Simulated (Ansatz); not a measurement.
`BN(C)B(C)F` + `C=N` → `C=NB(C)F` + `BNC` at 600 K and 1 bar (ligand exchange at a B–N bond).

Calculated with Ansatz (gas phase, PBE0-D4/def2-TZVP geometries, no zero-point term in ΔE). CCSD(T)/CBS is the MP2 limit (def2-TZVPP, def2-QZVPP) plus CCSD(T) − MP2 in def2-TZVPP, frozen cores. This one scheme is used for every species. One conformer a species, not always the lowest.

```json
{"species": "`BN(C)B(C)F`", "CCSD(T)/CBS energy (Eh)": "-285.13931", "H − E (kJ/mol)": "362.7", "S (J/(mol·K))": "469.9"}
{"species": "`C=N`", "CCSD(T)/CBS energy (Eh)": "-94.52360", "H − E (kJ/mol)": "129.6", "S (J/(mol·K))": "259.4"}
{"species": "`C=NB(C)F`", "CCSD(T)/CBS energy (Eh)": "-258.47400", "H − E (kJ/mol)": "250.0", "S (J/(mol·K))": "408.9"}
{"species": "`BNC`", "CCSD(T)/CBS energy (Eh)": "-121.18426", "H − E (kJ/mol)": "242.2", "S (J/(mol·K))": "328.7"}
```

H − E and S are ideal-gas, rigid-rotor, harmonic terms from PBE0-D4/def2-TZVP, for one conformer and one mirror image of each species. 1 Eh = 2625.50 kJ/mol, R = 8.31446 J/(mol·K).

Task: By hand: ΔE, ΔH, ΔS and ΔG.

Result: ΔE = (-258.47400) + (-121.18426) − (-285.13931) − (-94.52360) = 0.00465 Eh = 12.2 kJ/mol. Δ(H − E) = 250.0 + 242.2 − 362.7 − 129.6 = -0.1, so ΔH = 12.1 kJ/mol. ΔS = 408.9 + 328.7 − 469.9 − 259.4 = 8.3 J/(mol·K). ΔG = 12.1 − 600 × (8.3)/1000 = 7.1 kJ/mol.

Task: By hand: the equilibrium constant, and the temperature at which ΔG would vanish if ΔH and ΔS stayed fixed.

Result: log₁₀ K = −ΔG/(RT ln 10) = -0.6. ΔG = 0 at ΔH/ΔS = 1458 K, though so small a ΔS makes that figure unsure.

TΔS isn't small against ΔH here. A doubt of 5 kJ/mol in ΔE shifts log₁₀ K by 0.4 here. Other conformers and mirror images would add mixing entropy, several J/(mol·K) or more a flexible species. Modes under 60 cm⁻¹, often nearly free rotors, make the harmonic entropy too high. These are equilibria of isolated gas molecules and say nothing of rates. Largest T1 diagnostic: 0.013 (customary marks: 0.02 for closed shells, 0.045 for open ones).
